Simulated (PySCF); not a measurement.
Isomers of C6H10OSi. Computed, not measured: PySCF 2.14.0, density-fitted response routines, TDDFT CAM-B3LYP/def2-SVPD, vertical, gas phase, core orbitals frozen in the response. Geometries: GFN2-xTB; one conformer of each isolated species. Triplets are in the Tamm–Dancoff approximation. 'Strongest' means the level of largest summed f among the lowest 8 singlets; it needn't be the same kind of state in each.

Question: Rank by computed lowest triplet energy, highest first.
A. `C=CCC(=C=O)[SiH2]C`
B. `C1C(CO1)/C=C1\[SiH2]C1`
C. `C(=C1CC1)[C@H]1CO[SiH2]1`
D. `CCC[Si@@H]1C=CC1=O`

Answer: C (4.20 eV), B (4.03 eV), A (3.52 eV), D (2.71 eV).

```csv
SMILES,T1 (eV),α (au),f (S1),f (strongest),first f ≥ 0.01 (nm),S1 mainly
C(=C1CC1)[C@H]1CO[SiH2]1,4.20,98.5,0.061,0.44,219,H→L (93%)
C(=C1\C[SiH2]1)/C1COC1,4.03,102.9,0.000,0.57,195,H-1→L (54%)
C=CCC(=C=O)[SiH2]C,3.52,100.1,0.001,0.17,204,H→L (93%)
CCC[Si@@H]1C=CC1=O,2.71,96.7,0.001,0.13,213,H→L (93%)
```

H and L stand for HOMO and LUMO.
